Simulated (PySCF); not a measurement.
Stepwise substitution at one centre (Al OH-NH2). Isolated molecules, 0 K electronic values unless said otherwise. One relaxed conformer stands for each flexible species; it need not be the lowest. Strings in code marks are SMILES.

The four lowest singlet excitations (Tamm–Dancoff). These are TPSSh-D3(BJ)/def2-TZVP // B3LYP-D3(BJ)/def2-TZVP run with PySCF values and carry that method's errors. Excitations are Tamm–Dancoff values on a coarser integration grid. The basis has no diffuse functions, so Rydberg states are missing or too high.

| state | energy (eV) | wavelength (nm) | oscillator strength |
|---|---|---|---|
| S1 | 5.33 | 233 | 0.000 |
| S2 | 5.89 | 211 | 0.062 |
| S3 | 6.79 | 183 | 0.011 |
| S4 | 7.03 | 176 | 0.017 |

### Question
Say which member gives these states.
A) `[NH2][Al]([NH2])[NH2]`
B) `[NH2][Al]([OH])[OH]` (O–Al–O–H torsion 0°, O–Al–O–H torsion -180°)
C) `[OH][Al]([OH])[OH]`
D) `[NH2][Al]([NH2])[OH]` (N–Al–O–H torsion 0°)

### Answer
D, `[NH2][Al]([NH2])[OH]` (N–Al–O–H torsion 0°)
